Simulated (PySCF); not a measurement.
C$_{3}$H$_{3}$ClF$_{2}$, singlet, at a GFN2-xTB geometry; DF-B3LYP/pcseg-2 (PySCF).

The PySCF input:
```python
from pyscf import gto, scf, dft

mol = gto.M(
    atom='''
C    -1.572104   -0.621748   -0.509467
C    -0.517923    0.089625   -0.152124
Cl   -0.626618    1.715565    0.413803
C     0.895252   -0.442321   -0.167265
F     1.026458   -1.439487   -1.071382
F     1.217762   -0.982723    1.034371
H    -1.451305   -1.634373   -0.853447
H    -2.567225   -0.217018   -0.477296
H     1.641704    0.333347   -0.397672
''',
    basis='pcseg-2',
    charge=0,
    spin=0,
    verbose=4,
    max_memory=1800,
)

mf = dft.RKS(mol)
mf.xc = 'b3lyp'
mf = mf.density_fit(auxbasis='def2-universal-jkfit')
mf.kernel()
```

Problem. Write the output that PySCF gives for this input, abridged.

Solution. 
```
PySCF version 2.14.0

[INPUT] verbose = 4
[INPUT] num. atoms = 9
[INPUT] num. electrons = 56
[INPUT] charge = 0
[INPUT] spin (= nelec alpha-beta = 2S) = 0
[INPUT] symmetry False subgroup None
[INPUT] Mole.unit = angstrom
[INPUT] Symbol           X                Y                Z      unit          X                Y                Z       unit  Magmom
[INPUT]  1 C     -1.572104000000  -0.621748000000  -0.509467000000 AA   -2.970845999333  -1.174933438496  -0.962753099504 Bohr   0.0
[INPUT]  2 C     -0.517923000000   0.089625000000  -0.152124000000 AA   -0.978732623613   0.169366703914  -0.287472696973 Bohr   0.0
[INPUT]  3 Cl    -0.626618000000   1.715565000000   0.413803000000 AA   -1.184136404723   3.241947998889   0.781974339523 Bohr   0.0
[INPUT]  4 C      0.895252000000  -0.442321000000  -0.167265000000 AA    1.691781092469  -0.835865549144  -0.316085040225 Bohr   0.0
[INPUT]  5 F      1.026458000000  -1.439487000000  -1.071382000000 AA    1.939724498369  -2.720236189872  -2.024618554789 Bohr   0.0
[INPUT]  6 F      1.217762000000  -0.982723000000   1.034371000000 AA    2.301236664903  -1.857077326311   1.954677901192 Bohr   0.0
[INPUT]  7 H     -1.451305000000  -1.634373000000  -0.853447000000 AA   -2.742568973212  -3.088517355384  -1.612781091832 Bohr   0.0
[INPUT]  8 H     -2.567225000000  -0.217018000000  -0.477296000000 AA   -4.851352150137  -0.410104584101  -0.901958720350 Bohr   0.0
[INPUT]  9 H      1.641704000000   0.333347000000  -0.397672000000 AA    3.102370937603   0.629934534445  -0.751491167408 Bohr   0.0

nuclear repulsion = 292.91980126524
number of shells = 33
number of NR pGTOs = 346
number of NR cGTOs = 226
basis = pcseg-2
ecp = {}

******** <class 'pyscf.df.df_jk.DFRKS'> ********
method = DFRKS
initial guess = minao
damping factor = 0
level_shift factor = 0
DIIS = <class 'pyscf.scf.diis.CDIIS'>
diis_start_cycle = 1
diis_space = 8
diis_damp = 0
SCF conv_tol = 1e-09
SCF conv_tol_grad = None
SCF max_cycles = 50
direct_scf = False
XC library pyscf.dft.libxc version 7.1.2
    S. Lehtola, C. Steigemann, M. J. T. Oliveira, and M. A. L. Marques,  SoftwareX 7, 1–5 (2018)
XC functionals = b3lyp
    P. J. Stephens, F. J. Devlin, C. F. Chabalowski, and M. J. Frisch,  J. Phys. Chem. 98, 11623 (1994)
radial grids:
    Treutler-Ahlrichs [JCP 102, 346 (1995); DOI:10.1063/1.469408] (M4) radial grids

becke partition: Becke, JCP 88, 2547 (1988); DOI:10.1063/1.454033
pruning grids: <function nwchem_prune>
grids dens level: 3
symmetrized grids: False
atomic radii adjust function: <function treutler_atomic_radii_adjust>
small_rho_cutoff = 0
Set gradient conv threshold to 3.16228e-05
Initial guess from minao.
tot grids = 119184
******** <class 'pyscf.df.df.DF'> ********
auxbasis = def2-universal-jkfit
init E= -776.857662337229
  HOMO = -0.297047744799073  LUMO = -0.0836855413677924  gap/eV = 5.80588
cycle= 1 E= -776.056248132347  delta_E= 0.801  |g|= 0.76  |ddm|=  2.4
  HOMO = -0.273662025323411  LUMO = -0.0407247356398156  gap/eV = 6.33855
cycle= 2 E= -775.882706695988  delta_E= 0.174  |g|= 1.28  |ddm|= 1.13
  HOMO = -0.27690863335588  LUMO = -0.03943111536001  gap/eV = 6.46209
cycle= 3 E= -776.150622776668  delta_E= -0.268  |g|= 0.105  |ddm|= 0.772
  HOMO = -0.290663243237681  LUMO = -0.0500904049281417  gap/eV = 6.54632
cycle= 4 E= -776.152571266502  delta_E= -0.00195  |g|= 0.0619  |ddm|= 0.142
  HOMO = -0.289047820797997  LUMO = -0.0477726523647704  gap/eV = 6.56543
cycle= 5 E= -776.153443426887  delta_E= -0.000872  |g|= 0.015  |ddm|= 0.0579
  HOMO = -0.287409993591517  LUMO = -0.0465773225809443  gap/eV = 6.55339
cycle= 6 E= -776.153486883267  delta_E= -4.35e-05  |g|= 0.00323  |ddm|= 0.013
  HOMO = -0.287661921542856  LUMO = -0.046820156124511  gap/eV = 6.55364
cycle= 7 E= -776.153489141308  delta_E= -2.26e-06  |g|= 0.00113  |ddm|= 0.00434
  HOMO = -0.287651342021135  LUMO = -0.0467597653109451  gap/eV = 6.55499
cycle= 8 E= -776.153489419919  delta_E= -2.79e-07  |g|= 0.000253  |ddm|= 0.00172
  HOMO = -0.28764941492777  LUMO = -0.0467710887113384  gap/eV = 6.55463
cycle= 9 E= -776.153489432408  delta_E= -1.25e-08  |g|= 9.47e-05  |ddm|= 0.000291
  HOMO = -0.287646175460573  LUMO = -0.0467680499112575  gap/eV = 6.55463
cycle= 10 E= -776.153489433835  delta_E= -1.43e-09  |g|= 2.57e-05  |ddm|= 8.53e-05
  HOMO = -0.287646041381933  LUMO = -0.0467667248663233  gap/eV = 6.55466
cycle= 11 E= -776.153489433941  delta_E= -1.06e-10  |g|= 9.14e-06  |ddm|= 2.3e-05
  HOMO = -0.287647167852647  LUMO = -0.0467680207967121  gap/eV = 6.55466
Extra cycle  E= -776.153489433915  delta_E= 2.55e-11  |g|= 1.45e-05  |ddm|= 1.57e-05
converged SCF energy = -776.153489433915
```
